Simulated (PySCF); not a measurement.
**Al: excitation energy**

Al [Ne] 3s2 3p1 (2P) → Al [Ne] 3s2 3d1 (2D), as a difference of total energies. Computed with PySCF 2.14 in aug-cc-pV(D+d)Z, with the non-relativistic Hamiltonian (point nucleus). Correlated levels: valence: [Ne] frozen. The calculations carry no spin-orbit coupling.

```tsv
method	excitation energy (eV)
UHF	4.993
MP2 (valence)	4.986
SCS-MP2 (valence)	4.963
CCSD (valence)	4.497
CCSD(T) (valence)	4.308
CCSDT (valence)	4.261
FCI (valence)	4.261
```

Task: How much does correlation contribute at CCSD(T) (valence)?

Result: 4.308 − (4.993) = -0.685 eV, measured against UHF.

Errors of the correlated levels include the incompleteness of this basis and the frozen core.

The promoted electron is Rydberg-like, and one or two diffuse shells describe it only roughly, which tends to raise the upper state.

The coupled-cluster amplitudes are large for the upper state (T1 above 0.03 or a double amplitude above 0.15), so a single reference is strained.

For comparison: 4.012 eV (measured; NIST levels, between the centres of gravity of the two terms).
